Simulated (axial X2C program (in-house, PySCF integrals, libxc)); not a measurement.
## Low determinants of TiSn at the PBE0 level, with spin–orbit coupling

All values were computed with an in-house relativistic program for diatomic molecules. Two-component (2c) means X2C with spin–orbit coupling and atomic mean-field two-electron Coulomb and Gaunt terms. Basis: Sn dyall-cv3z [11s12p9d4f1g], Ti dyall-cv3z [10s10p6d4f2g] (cores contracted in-house); Gaussian nuclei, density fitting, unrestricted open shells. Masses: Sn 119.902 u, Ti 47.948 u.

Search at 2.683 Å (vertical energies from the lowest determinant):

```json
{"ΔE (eV)": "0.00", "state": "Ω = 4", "electrons beyond evenly filled partner blocks": "ω = 3/2, ω = 5/2", "electrons in ±ω = 1/2, 3/2, 5/2, 7/2": "48 19 5 0"}
{"ΔE (eV)": "0.19", "state": "Ω = 2", "electrons beyond evenly filled partner blocks": "2 × ω = 1/2, ω = -3/2, ω = 5/2", "electrons in ±ω = 1/2, 3/2, 5/2, 7/2": "48 19 5 0"}
{"ΔE (eV)": "0.35", "state": "Ω = 1", "electrons beyond evenly filled partner blocks": "ω = -1/2, ω = 3/2", "electrons in ±ω = 1/2, 3/2, 5/2, 7/2": "49 19 4 0"}
{"ΔE (eV)": "0.45", "state": "Ω = 3", "electrons beyond evenly filled partner blocks": "ω = 1/2, ω = 5/2", "electrons in ±ω = 1/2, 3/2, 5/2, 7/2": "49 18 5 0"}
{"ΔE (eV)": "0.47", "state": "Ω = 5", "electrons beyond evenly filled partner blocks": "2 × ω = 1/2, ω = 3/2, ω = 5/2", "electrons in ±ω = 1/2, 3/2, 5/2, 7/2": "48 19 5 0"}
{"ΔE (eV)": "0.48", "state": "Ω = 1", "electrons beyond evenly filled partner blocks": "2 × ω = 1/2", "electrons in ±ω = 1/2, 3/2, 5/2, 7/2": "48 20 4 0"}
{"ΔE (eV)": "0.52", "state": "Ω = 3", "electrons beyond evenly filled partner blocks": "ω = 1/2, ω = 5/2", "electrons in ±ω = 1/2, 3/2, 5/2, 7/2": "47 20 5 0"}
```

Lowest determinant, Ω = 4 (⟨Sz⟩ = 1.99, ⟨Lz⟩ = 2.01 at PBE0): Re = 2.677 Å, ωe = 234.8 cm⁻¹.

The determinant in row 2 of the search, Ω = 2 (⟨Sz⟩ = 0.01, ⟨Lz⟩ = 1.99 at PBE0), was followed along the bond at PBE0; measured from the minimum of the lowest determinant it gives:

Te = 0.183 eV (1479 cm⁻¹), Re = 2.744 Å, ωe = 210.3 cm⁻¹.

(1) Compare the bond of the determinant in row 2 with that of the lowest one.

The search compares states at one distance, so a state with another bond length can lie lower; it is not exhaustive and yields mostly the lowest determinant of each block pattern, so other components and higher states of one pattern are missing. These are energies of single determinants, not of spin-adapted states; PBE0 term energies can be off by some tenths of an eV, and the functional has no current term. Open-shell Ω = 0 determinants with evenly filled partner blocks cannot be reached by this program, so the Ω shown need not be the lowest component. The lowest determinant need not be the ground state where others lie within half an eV.

Answers

(1) At PBE0 its Re is 0.067 Å longer and its force constant, which goes as ωe², is 0.80 times that of the lowest determinant. This determinant mixes spin states, so it has no term energy of its own.
